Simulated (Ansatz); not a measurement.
The same path of H₇NOSiSn (11 atoms, charge 0, multiplicity 1) was run twice with different band settings. The coordinate that changes most is the height of N1 over the plane of its neighbours.

These are results of RKS r2SCAN-D4/def2-SVP (Ansatz 0.2.0), not measurements.

Relaxed end points:

```xyz
11
Properties=species:S:1:pos:R:3
N -1.501 0.535 -0.234
Sn 0.531 0.968 -0.637
Si 1.145 -1.183 0.661
O -0.407 -1.625 1.017
H -2.055 0.428 -1.086
H -1.956 1.269 0.312
H 0.672 1.053 -2.348
H 0.834 2.531 0.010
H 1.981 -0.908 1.869
H 1.871 -2.181 -0.182
H -1.050 -0.945 0.639
```

```xyz
11
Properties=species:S:1:pos:R:3
N -1.612 1.589 -0.385
Sn 0.328 0.946 -0.719
Si 1.077 -1.114 0.671
O 0.058 -2.419 0.400
H -2.291 0.913 -0.740
H -1.818 1.707 0.609
H 0.331 0.594 -2.400
H 1.301 2.334 -0.423
H 1.128 -0.745 2.126
H 2.433 -1.576 0.259
H -0.871 -2.286 0.622
```

Common settings: movable images 9; climbing image yes; spring 5.0 eV/Å²; optimiser quadratic models (default); force threshold 0.05 eV/Å; end points relaxed.

| run | start path | iteration limit |
| --- | --- | --- |
| 1 | through a guess of the saddle point | 35 |
| 2 | straight line | 33 |

Problem. What does each run give, and how far can it be trusted?

Solution. Run 1: not converged after 35 iterations, highest image 0.349 eV above the first end. The band didn't meet its force threshold, so its energies are provisional: the largest band force was still 0.64 eV/Å, and over the last iterations the top moved between 0.31 and 0.35 eV. Inner images lie below an end point, which means an intermediate or an end that isn't the lowest structure nearby.
Run 2: converged after 15 iterations, highest image 0.301 eV above the first end. The top lies less than 8 meV above the higher end, about what the thresholds resolve: that end is a shoulder or a very shallow well. The order of the stationary point at the top wasn't checked.
